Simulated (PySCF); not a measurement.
Polarisability and C₆ of C⁻ (carbon, charge -1)

[He] 2s2 2p3, high-spin 4S determinant. Calculation: PySCF 2.14, in dyall-acv3z; the spin-free X2C one-electron Hamiltonian (Gaussian nucleus). Coupled (time-dependent) response in atomic units; α is the mean over directions.

| method | mean α (bohr³) | C₆ (like pair) | S(−4) |
| --- | --- | --- | --- |
| UHF | 38.74 | 268.8 | 1178 |

S(−4) is the Cauchy moment in α(ω) = α(0) + S(−4) ω² + …

α(iu) at UHF:

```tsv
u (hartree)	α(iu) (bohr³)
0	38.74
0.0500	36.13
0.100	30.84
0.200	21.73
0.300	15.77
0.500	9.042
0.750	5.185
1.00	3.340
1.50	1.716
2.00	1.044
3.00	0.5062
5.00	0.1989
```

A single London oscillator, α(iu) = α/(1 + u²/ω²), gives C₆ = (3/4) ω α². Matching the computed C₆ needs ω = 4 × 268.8 / (3 × 38.74²) = 0.239 hartree.

For an ion, C₆ is the dispersion term alone; charge-induced terms of lower order in 1/R come first.
